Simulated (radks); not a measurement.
Question: The mean radii <r> (bohr) of the occupied orbitals of an atom or ion are listed with their occupations. All-electron calculation, Dirac Kohn-Sham, LB94 model potential, spin-unpolarised, spherical densities, finite nucleus; Fermi nuclear charge, rms radius of each element as measured or else 0.836 A^(1/3) + 0.57 fm. Program: a radial shooting solver on a logarithmic mesh with Libxc functionals.

orbital  occ.      <r>
1s1/2       2  0.05831
2s1/2       2   0.2648
2p1/2       2   0.2312
2p3/2       4   0.2342
3s1/2       2   0.7266
3p1/2       2   0.7257
3p3/2       2   0.7316

Name the element and its charge. Open shells, if any, fill j = l - 1/2 first.

Answer: Z = 26, iron, charge +10: Fe10+ in [Ne] 3s2 3p4. The 1s radius gives Z: for a bare nucleus <r> = (2 gamma + 1)/(2Z) with gamma = sqrt(1 - (Z/c)^2), 0.05699 bohr for Z = 26, and screening makes it slightly larger (0.05831 here). The occupations add up to 16, and the charge is Z minus that.
